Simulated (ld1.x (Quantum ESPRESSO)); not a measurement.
# Ti, RRKJ: configuration errors across variants

Ti (Z = 22), norm-conserving RRKJ (Kleinman–Bylander form), made with ld1.x (Quantum ESPRESSO) 7.5 (LDA (PZ), scalar-relativistic). Core [Ar], reference 3d2 4s1 4p0 (charge +1). Waves: 4s (bound): rc 2.80 bohr; 4p (bound, empty): rc 2.30 bohr; 3d (bound): rc 1.95 bohr. Local part: the d channel. Core correction: none. rho0 = 0.02.

All-electron excitation energies from the reference (eV): (1) 3d2 4s2 4p0 -7.536; (2) 3d2 4s0 4p0 13.800; (3) 3d1 4s0 4p0 40.990; (4) 3d2 4s1.5 4p0 -4.519; (5) 3d2.5 4s1.5 4p0 -7.212; (6) 3d1 4s2 4p1 -2.722; (7) 3d2 4s0 4p2 -1.102; (8) 3d2 4s1 4p0 spin -1.244; (9) 3d2 4s2 4p0 spin -8.206.

Spin tests fill each open shell by Hund’s rule, majority spin first.

Tests that are not counted but printed errors over 1 eV. “wave 3d (bound): rc 1.95 bohr becomes 3d (bound): rc 2.54 bohr”: 3d1 4s2 4p1 (solver errors, printed error -3.4 eV); 3d2 4s0 4p2 (solver errors, printed error -67.1 eV).

A true bound ghost makes a file unfit for plane-wave use even where its test errors are small: the radial tests pick states by their node count and pass the ghost by. Where a test does run into it, the solver fails or the error is huge.

Errors AE − PS in meV (a dash: test not solved or not reliable):

```tsv
change	(1)	(2)	(3)	(4)	(5)	(6)	(7)	(8)	(9)	bound ghosts
base	+19	+59	+145	+6.5	+1.8	+77	+3.9	+1979	+1593	s, p
wave 3d (bound): rc 1.95 bohr becomes 3d (bound): rc 1.24 bohr	+22	+57	+65	+7.2	+16	+24	+3.0	+2049	+1680	s, p
wave 3d (bound): rc 1.95 bohr becomes 3d (bound): rc 1.46 bohr	+20	+58	+79	+6.8	+9.9	+16	+3.3	+2037	+1655	s, p
wave 3d (bound): rc 1.95 bohr becomes 3d (bound): rc 1.58 bohr	+20	+58	+90	+6.7	+7.6	+23	+3.5	+2027	+1643	s, p
wave 3d (bound): rc 1.95 bohr becomes 3d (bound): rc 1.80 bohr	+19	+59	+119	+6.5	+4.0	+50	+3.8	+2002	+1615	s, p
wave 3d (bound): rc 1.95 bohr becomes 3d (bound): rc 1.96 bohr	+19	+59	+156	+6.4	+1.0	+88	+3.9	+1971	+1584	s, p
wave 3d (bound): rc 1.95 bohr becomes 3d (bound): rc 2.34 bohr	+18	+57	+264	+6.0	-4.1	+192	+3.4	+1890	+1504	s, p
wave 3d (bound): rc 1.95 bohr becomes 3d (bound): rc 2.54 bohr	+17	+54	+334	+5.6	-6.1	–	–	+1844	+1457	s, p
wave 3d (bound): rc 1.95 bohr becomes 3d (bound): rc 2.72 bohr	+14	+50	+420	+4.8	-7.8	+409	+6.8	+1792	+1402	s, p
wave 3d (bound): rc 1.95 bohr becomes 3d (bound): rc 2.94 bohr	+11	+43	+526	+3.7	-8.9	+451	+5.9	+1735	+1336	s
```

Give the same row for: wave 3d (bound): rc 1.95 bohr becomes 3d (bound): rc 2.20 bohr.

+19, +58, +210, +6.2, -1.9, +142, +4.0, +1929, +1543; bound ghosts: s, p.
